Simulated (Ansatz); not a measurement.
Cost and result for the atomization energy of `C[N](C)[Ge][NH2]` (13 atoms, 12 bonds).

Z-matrix (Å, degrees):
```
C
N 1 1.436
H 1 1.099 2 110.8
H 1 1.090 2 111.5 3 119.0
H 1 1.100 2 112.1 3 -119.6
C 2 1.441 1 112.9 3 51.2
Ge 2 1.839 1 129.2 3 -130.8
H 6 1.099 2 111.5 1 -59.3
H 6 1.099 2 111.9 1 60.9
H 6 1.094 2 110.3 1 -179.3
N 7 1.830 2 100.0 1 -3.4
H 11 1.007 7 119.1 2 178.7
H 11 1.007 7 128.7 2 -7.1
```

The species carries charge 0 and has multiplicity 1. Correlated methods include outer-core shells of Ge, which these sets cover unevenly. Scalar relativity is left out up to krypton. Geometry: relaxed with PBE0-D4/def2-TZVP. It is one conformer, not always the lowest. Program: Ansatz. All runs use 4 threads of an Arm Neoverse V2 on a shared host. Times are those of one run each, without the atoms' runs, and a repeat can differ threefold. Electronic energies, without spin–orbit coupling; frozen cores. CCSD(T)/CBS adds CCSD(T) − MP2 in def2-TZVPP to the MP2 limit, and its time is that of the two runs behind it. T1 = 0.014. With those shells the extrapolation isn't a true limit. B3LYP takes the VWN-RPA correlation (the form of Gaussian; ORCA's B3LYP/G). HSE06 is the plane-wave form, built on full-range PBE exchange.

CCSD(T)/CBS is a level of theory with its own doubt, some kJ/mol a heavy atom from the limit and from the frozen cores, so smaller differences don't rank the functionals.

```csv
level,functions,wall time,atomization (kJ/mol),difference from CCSD(T)/CBS,per bond
LDA (SPW92)/def2-TZVPP,284,1.9 s,5395.3,705.3,58.8
revPBE-D4/def2-TZVPP,284,3.2 s,4680.9,-9.1,-0.8
PBE-D4/def2-TZVPP (with forces),284,3.8 s,4795.8,105.8,8.8
PBE0-D4/def2-TZVPP,284,4.9 s,4692.5,2.5,0.2
CAM-B3LYP-D4/def2-TZVPP,284,5.5 s,4720.4,30.4,2.5
HSE06-D4/def2-TZVPP,284,5.5 s,4695.3,5.3,0.4
B3LYP-D4/def2-TZVPP (with forces),284,8 s,4709.6,19.6,1.6
ωB97X-V/def2-TZVPP,284,12 s,4703.5,13.5,1.1
ωB97M-V/def2-TZVPP (with forces),284,18 s,4695.7,5.7,0.5
CCSD(T)/def2-SVP,128,19 s,4396.7,-293.3,-24.4
MP2/def2-QZVPP,557,47 s,4681.4,-8.6,-0.7
CCSD(T)/def2-TZVPP,284,8.6 min,4555.0,-135.0,-11.3
CCSD(T)/CBS(def2),–,9.4 min,4690.0,0.0,0.0
```

From BLYP to BHLYP (50 % exact exchange), in def2-TZVPP and without D4, the atomization energy moves by −138.0 kJ/mol: exact exchange takes away binding that semilocal exchange gives to molecules. In def2-TZVPP, CCSD(T) changes the Hartree–Fock value by +1308.3 kJ/mol (the triples alone add +75.8 kJ/mol) and MP2 by +1354.9 kJ/mol; breaking electron pairs costs correlation energy, which Hartree–Fock lacks. Leaving LDA and LC-ωPBE aside and taking each functional with its dispersion term where it has one, the values, not all of them listed here, spread over 242.9 kJ/mol, from BHLYP-D4 to PBE-D4. LDA lies +628.1 kJ/mol from PBE without D4, its usual overbinding.

For some Ge, Se and Sn compounds the MP2-based and the directly extrapolated limit differ by 10 to 25 kJ/mol.
